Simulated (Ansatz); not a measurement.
**Ligand exchange: HOF + CuH → H2O + CuF**

Species: HOF `OF`, singlet; CuH, singlet; H2O (water) `O`, singlet; CuF (fluorocopper), singlet. The partners trade F for H: O–F and Cu–H bonds give way to O–H and Cu–F.

Shapes, held fixed at every level: PBE0-D4/def2-TZVP. Programs: Ansatz 0.2.0. The zero-point and thermal change to 298 K, harmonic and unscaled (PBE0-D4/def2-TZVP), is +11.8 kJ/mol.

| level | kind | ΔH(298 K) (kJ/mol) |
| --- | --- | --- |
| HF/def2-SVP | Hartree–Fock | -474.5 |
| HF/def2-TZVPP | Hartree–Fock | -488.2 |
| SPW92/def2-TZVPP | LDA | -393.9 |
| PBE-D4/def2-TZVPP | GGA | -393.1 |
| r2SCAN0-D4/def2-TZVPP | global hybrid | -437.7 |
| wB97M-V/def2-TZVPP | range-separated hybrid | -428.3 |
| wB97X-V/def2-TZVPP | range-separated hybrid | -432.0 |

wB97X-V/def2-TZVPP gives ΔH(298 K) = -432.0 kJ/mol; the levels span -488.2 to -393.1. The median of the levels is -432.0. No measured value is set beside it here.
